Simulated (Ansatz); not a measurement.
Harmonic frequencies (cm⁻¹) at PBE0-D4/def2-TZVP from Ansatz: 96, 104, 158, 196, 231, 266, 272, 290, 349, 400, 559, 599, 670, 686, 724, 820, 874, 903, 936, 999, 1208, 1242, 1465, 1579, 2193, 3016, 3066, 3624, 3723, 3977.

Each molecule was computed in one conformer, which needn't be the lowest.

Q: Which molecule is it?
A. `N[SiH]1C[O][Al]1[OH]`
B. `C1NP[SiH2]1`
C. `CCNCF`
D. `[SiH3]/C=C1C=N\1`

A: A.
